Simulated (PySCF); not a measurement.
HCl$_{3}$SSn, singlet, geometry from GFN2-xTB (such geometries of metal compounds can be far from the true shape) (all electrons, no relativity); CASSCF(8,6)/STO-3G in PySCF.

Here is a job for PySCF.
```python
from pyscf import gto, scf, mcscf
import numpy

mol = gto.Mole()
mol.atom = '''
    S     2.251403    0.949860   -0.089630
    Sn   -0.003402    0.025937   -0.001115
    Cl   -0.263028   -1.291984    1.904179
    Cl   -1.618356    1.685829    0.025675
    Cl   -0.394746   -1.350014   -1.841116
    H     2.841860   -0.239731   -0.018715
'''
mol.basis = 'sto-3g'
mol.charge = 0
mol.spin = 0
mol.verbose = 4
mol.build()

mf = scf.RHF(mol)
mf.kernel()
mc = mcscf.CASSCF(mf, 6, 8)
mc.fix_spin_(ss=0.0)
mc.kernel()
occ = numpy.linalg.eigvalsh(mc.fcisolver.make_rdm1(mc.ci, mc.ncas, mc.nelecas))[::-1]
ss = mc.fcisolver.spin_square(mc.ci, mc.ncas, mc.nelecas)[0]
print('natural occupations', occ.round(4), ' <S^2>', round(ss, 4))
```

It wrote (shortened):

```
PySCF version 2.14.0

[INPUT] verbose = 4
[INPUT] num. atoms = 6
[INPUT] num. electrons = 118
[INPUT] charge = 0
[INPUT] spin (= nelec alpha-beta = 2S) = 0
[INPUT] symmetry False subgroup None
[INPUT] Mole.unit = angstrom
[INPUT] Symbol           X                Y                Z      unit          X                Y                Z       unit  Magmom
[...]
nuclear repulsion = 1007.88094615278
number of shells = 32
number of NR pGTOs = 192
number of NR cGTOs = 64
basis = sto-3g
ecp = {}

******** <class 'pyscf.scf.hf.RHF'> ********
method = RHF
initial guess = minao
damping factor = 0
level_shift factor = 0
DIIS = <class 'pyscf.scf.diis.CDIIS'>
diis_start_cycle = 1
diis_space = 8
diis_damp = 0
SCF conv_tol = 1e-09
SCF conv_tol_grad = None
SCF max_cycles = 50
direct_scf = True
direct_scf_tol = 1e-13
Set gradient conv threshold to 3.16228e-05
Initial guess from minao.
init E= -7702.95628789121
[...]
cycle= 1 E= -7721.02110639916  delta_E= -18.1  |g|= 0.286  |ddm|= 3.22
[...]
cycle= 2 E= -7721.05729152977  delta_E= -0.0362  |g|= 0.0476  |ddm|= 0.598
[...]
cycle= 3 E= -7721.05915933833  delta_E= -0.00187  |g|= 0.00903  |ddm|= 0.159
[...]
cycle= 4 E= -7721.05924415405  delta_E= -8.48e-05  |g|= 0.00125  |ddm|= 0.0406
[...]
cycle= 5 E= -7721.05924581317  delta_E= -1.66e-06  |g|= 0.000256  |ddm|= 0.0055
[...]
cycle= 6 E= -7721.05924587859  delta_E= -6.54e-08  |g|= 5.77e-05  |ddm|= 0.00105
[...]
cycle= 7 E= -7721.05924588252  delta_E= -3.93e-09  |g|= 1.42e-05  |ddm|= 0.000268
[...]
cycle= 8 E= -7721.0592458828  delta_E= -2.76e-10  |g|= 1.62e-06  |ddm|= 8.06e-05
[...]
Extra cycle  E= -7721.05924588281  delta_E= -1.27e-11  |g|= 6.4e-07  |ddm|= 5.55e-06
converged SCF energy = -7721.05924588281

******** <class 'pyscf.mcscf.mc1step.CASSCF'> ********
CAS (4e+4e, 6o), ncore = 55, nvir = 3
max_cycle_macro = 50
max_cycle_micro = 4
conv_tol = 1e-07
conv_tol_grad = None
orbital rotation max_stepsize = 0.02
orbital rotation threshold for CI restart = 0.01
augmented hessian ah_max_cycle = 30
augmented hessian ah_conv_tol = 1e-12
augmented hessian ah_linear dependence = 1e-14
augmented hessian ah_level shift = 1e-08
augmented hessian ah_start_tol = 2.5
augmented hessian ah_start_cycle = 3
augmented hessian ah_grad_trust_region = 3
kf_trust_region = 3
kf_interval = 4
ci_response_space = 4
ci_grad_trust_region = 3
with_dep4 0
natorb = False
canonicalization = True
sorting_mo_energy = False
ao2mo_level = 2
internal_rotation = False
******** <class 'pyscf.fci.addons.SpinPenaltyFCISolver'> ********
max. cycles = 50
conv_tol = 1e-08
davidson only = True
linear dependence = 1e-12
level shift = 0.001
max iter space = 12
nroots = 1
pspace_size = 400
spin = None
CASCI E = -7721.06218655996  S^2 = 0.0000000
Set conv_tol_grad to 0.000316228
macro iter   1 ( 21 JK    4 micro), CASSCF E = -7721.06564730047  dE = -3.46074051e-03  S^2 = 0.0000000
               |grad[o]|=0.00657  |grad[c]|=0.0171  |ddm|=0.0222  |maxRot[o]|=0.268
macro iter   2 ( 21 JK    4 micro), CASSCF E = -7721.07182755725  dE = -6.18025678e-03  S^2 = 0.0000000
               |grad[o]|=0.009  |grad[c]|=0.0162  |ddm|=0.0181  |maxRot[o]|=0.279
macro iter   3 ( 21 JK    4 micro), CASSCF E = -7721.07494051074  dE = -3.11295348e-03  S^2 = 0.0000000
               |grad[o]|=0.00964  |grad[c]|=0.00965  |ddm|=0.026  |maxRot[o]|= 0.26
macro iter   4 ( 21 JK    4 micro), CASSCF E = -7721.07649888546  dE = -1.55837472e-03  S^2 = 0.0000000
               |grad[o]|=0.00796  |grad[c]|=0.012  |ddm|=0.0114  |maxRot[o]|=0.114
macro iter   5 ( 21 JK    4 micro), CASSCF E = -7721.07752745125  dE = -1.02856580e-03  S^2 = 0.0000000
               |grad[o]|=0.0069  |grad[c]|=0.0119  |ddm|=0.00692  |maxRot[o]|=0.148
macro iter   6 ( 12 JK    3 micro), CASSCF E = -7721.07808013741  dE = -5.52686156e-04  S^2 = 0.0000000
               |grad[o]|=0.00572  |grad[c]|=0.00207  |ddm|=0.0046  |maxRot[o]|=0.0693
macro iter   7 ( 21 JK    4 micro), CASSCF E = -7721.07865236500  dE = -5.72227591e-04  S^2 = 0.0000000
[...]
               |grad[o]|=0.000649  |grad[c]|=0.00222  |ddm|=0.000174  |maxRot[o]|=0.036
macro iter  33 ( 25 JK    4 micro), CASSCF E = -7721.08011801246  dE = -3.56906367e-06  S^2 = 0.0000000
               |grad[o]|=0.000594  |grad[c]|=0.000315  |ddm|=2e-05  |maxRot[o]|=0.0133
macro iter  34 ( 17 JK    4 micro), CASSCF E = -7721.08010862534  dE =  9.38711401e-06  S^2 = 0.0000000
               |grad[o]|=0.000554  |grad[c]|=0.00235  |ddm|=0.000184  |maxRot[o]|=0.0331
macro iter  35 ( 25 JK    4 micro), CASSCF E = -7721.08011204533  dE = -3.41998111e-06  S^2 = 0.0000000
               |grad[o]|=0.000528  |grad[c]|=0.000369  |ddm|=1.6e-05  |maxRot[o]|=0.0155
macro iter  36 ( 17 JK    4 micro), CASSCF E = -7721.08010687420  dE =  5.17112858e-06  S^2 = 0.0000000
               |grad[o]|=0.000493  |grad[c]|=0.00328  |ddm|=0.000135  |maxRot[o]|=0.0368
macro iter  37 ( 25 JK    4 micro), CASSCF E = -7721.08010574456  dE =  1.12963789e-06  S^2 = 0.0000000
               |grad[o]|=0.00047  |grad[c]|=0.000414  |ddm|=1.62e-05  |maxRot[o]|=0.0151
macro iter  38 ( 29 JK    4 micro), CASSCF E = -7721.08010801852  dE = -2.27395776e-06  S^2 = 0.0000000
               |grad[o]|=0.000456  |grad[c]|=9.71e-05  |ddm|=1.74e-05  |maxRot[o]|=0.00828
macro iter  39 ( 17 JK    4 micro), CASSCF E = -7721.08010650171  dE =  1.51680433e-06  S^2 = 0.0000000
               |grad[o]|=0.000441  |grad[c]|=0.00115  |ddm|=4.04e-05  |maxRot[o]|=0.0181
macro iter  40 ( 25 JK    4 micro), CASSCF E = -7721.08010900958  dE = -2.50786979e-06  S^2 = 0.0000000
               |grad[o]|=0.000431  |grad[c]|=5.88e-05  |ddm|=1.46e-05  |maxRot[o]|=0.00866
macro iter  41 ( 17 JK    4 micro), CASSCF E = -7721.08010571678  dE =  3.29280647e-06  S^2 = 0.0000000
               |grad[o]|=0.000409  |grad[c]|=0.002  |ddm|=7.57e-05  |maxRot[o]|=0.0234
macro iter  42 ( 25 JK    4 micro), CASSCF E = -7721.08010801877  dE = -2.30199839e-06  S^2 = 0.0000000
               |grad[o]|=0.000401  |grad[c]|=9.22e-05  |ddm|=1.84e-05  |maxRot[o]|=0.00815
macro iter  43 (  7 JK    2 micro), CASSCF E = -7721.08011258146  dE = -4.56268663e-06  S^2 = 0.0000000
               |grad[o]|=0.000382  |grad[c]|=0.000379  |ddm|=1.9e-05  |maxRot[o]|=0.0181
macro iter  44 (  7 JK    2 micro), CASSCF E = -7721.08012298632  dE = -1.04048622e-05  S^2 = 0.0000000
               |grad[o]|=0.000365  |grad[c]|=0.0017  |ddm|=5.86e-05  |maxRot[o]|=0.0355
macro iter  45 (  7 JK    2 micro), CASSCF E = -7721.08014074665  dE = -1.77603242e-05  S^2 = 0.0000000
               |grad[o]|=0.000332  |grad[c]|=0.00347  |ddm|=0.000127  |maxRot[o]|=0.0498
macro iter  46 (  7 JK    2 micro), CASSCF E = -7721.08016734754  dE = -2.66008929e-05  S^2 = 0.0000000
               |grad[o]|=0.000308  |grad[c]|=0.00433  |ddm|=0.000204  |maxRot[o]|=0.059
macro iter  47 (  7 JK    2 micro), CASSCF E = -7721.08020431160  dE = -3.69640566e-05  S^2 = 0.0000000
               |grad[o]|=0.000355  |grad[c]|=0.00383  |ddm|=0.00026  |maxRot[o]|=0.0642
macro iter  48 (  7 JK    2 micro), CASSCF E = -7721.08025325461  dE = -4.89430140e-05  S^2 = 0.0000000
               |grad[o]|=0.000503  |grad[c]|=0.00247  |ddm|=0.000279  |maxRot[o]|=0.067
macro iter  49 (  7 JK    2 micro), CASSCF E = -7721.08031433354  dE = -6.10789275e-05  S^2 = 0.0000000
               |grad[o]|=0.000732  |grad[c]|=0.00107  |ddm|=0.000269  |maxRot[o]|=0.0684
macro iter  50 (  7 JK    2 micro), CASSCF E = -7721.08038514623  dE = -7.08126890e-05  S^2 = 0.0000000
               |grad[o]|=0.001  |grad[c]|=0.00105  |ddm|=0.000313  |maxRot[o]|=0.0692
1-step CASSCF not converged,  50 macro (669 JK 147 micro) steps
CASSCF canonicalization
Density matrix diagonal elements [1.98485885 1.99966954 1.9696384  1.99850372 0.03238088 0.01494861]
CASSCF energy = -7721.08038514623
CASCI E = -7721.08038514623  E(CI) = -12.2699532896513  S^2 = 0.0000000
natural occupations [1.9998 1.9985 1.985  1.9699 0.0325 0.0144]  <S^2> 0.0
```

The run did not converge; its last values are not results.
